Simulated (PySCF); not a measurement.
Two-component Hartree-Fock for Br⁺ (bromine, charge +1)

Start: [Ar] 3d10 4s2 4p3 5s1; 4p3/2 filled at m_j = -1/2, +1/2, +3/2; 5s1/2 filled at m_j = +1/2. Calculated with PySCF 2.14 in x2c-SVPall-2c with one added diffuse shell each of s, p, d type (6s7p4d, 47 functions): generalised Hartree-Fock with the X2C-1e Hamiltonian and a Gaussian nucleus; one run each with spin-orbit coupling (SO) switched off, then screened by Boettger's factors. This is a chosen level, not necessarily the ground level.

```json
{"spinor shell": "1s1/2", "electrons": "2", "ε, spin-free (eV)": "-13569.8", "ε, screened SO (eV)": "-13569.6", "weight of nominal j (screened SO)": "1.000", "rms radius, screened SO (bohr)": "0.0493"}
{"spinor shell": "2s1/2", "electrons": "2", "ε, spin-free (eV)": "-1842.0", "ε, screened SO (eV)": "-1841.9", "weight of nominal j (screened SO)": "1.000", "rms radius, screened SO (bohr)": "0.205"}
{"spinor shell": "2p1/2", "electrons": "2", "ε, spin-free (eV)": "-1621.9", "ε, screened SO (eV)": "-1654.5", "weight of nominal j (screened SO)": "1.000", "rms radius, screened SO (bohr)": "0.181"}
{"spinor shell": "2p3/2", "electrons": "4", "ε, spin-free (eV)": "-1621.9", "ε, screened SO (eV)": "-1606.1", "weight of nominal j (screened SO)": "1.000", "rms radius, screened SO (bohr)": "0.184"}
{"spinor shell": "3s1/2", "electrons": "2", "ε, spin-free (eV)": "-294.34", "ε, screened SO (eV)": "-294.32", "weight of nominal j (screened SO)": "1.000", "rms radius, screened SO (bohr)": "0.588"}
{"spinor shell": "3p1/2", "electrons": "2", "ε, spin-free (eV)": "-222.23", "ε, screened SO (eV)": "-227.28", "weight of nominal j (screened SO)": "0.995", "rms radius, screened SO (bohr)": "0.601"}
{"spinor shell": "3p3/2", "electrons": "4", "ε, spin-free (eV)": "-222.23", "ε, screened SO (eV)": "-219.76", "weight of nominal j (screened SO)": "0.997", "rms radius, screened SO (bohr)": "0.611"}
{"spinor shell": "3d3/2", "electrons": "4", "ε, spin-free (eV)": "-102.79", "ε, screened SO (eV)": "-103.53", "weight of nominal j (screened SO)": "0.951", "rms radius, screened SO (bohr)": "0.649"}
{"spinor shell": "3d5/2", "electrons": "6", "ε, spin-free (eV)": "-102.79", "ε, screened SO (eV)": "-102.27", "weight of nominal j (screened SO)": "0.967", "rms radius, screened SO (bohr)": "0.651"}
{"spinor shell": "4s1/2", "electrons": "2", "ε, spin-free (eV)": "-41.566", "ε, screened SO (eV)": "-41.559", "weight of nominal j (screened SO)": "1.000", "rms radius, screened SO (bohr)": "1.73"}
{"spinor shell": "4p3/2", "electrons": "3", "ε, spin-free (eV)": "-28.596", "ε, screened SO (eV)": "-28.597", "weight of nominal j (screened SO)": "0.625", "rms radius, screened SO (bohr)": "2.03"}
{"spinor shell": "5s1/2", "electrons": "1", "ε, spin-free (eV)": "-9.524", "ε, screened SO (eV)": "-9.521", "weight of nominal j (screened SO)": "1.000", "rms radius, screened SO (bohr)": "4.56"}
```

| quantity | spin-free | screened SO |
| --- | --- | --- |
| E (hartree) | -2603.13920 | -2603.25733 |
| M_J | 2 | 2 |
| ⟨J²⟩ | 6.001 | 6.001 |
| ⟨L²⟩ | 0.000 | 0.021 |
| ⟨S²⟩ | 6.001 | 5.966 |

Each row is a mean over spinors that exchange with the open shell spreads, by up to 9.757 eV (4s1/2).

Rows whose weight is well below 1 are mixtures of j = l ± 1/2: exchange outweighs spin-orbit coupling there, and the label is only the starting occupation.

Without spin-orbit coupling the j labels of p, d and f shells carry no meaning; the spin-free column gives the mean over the occupied spinors of each nl shell.
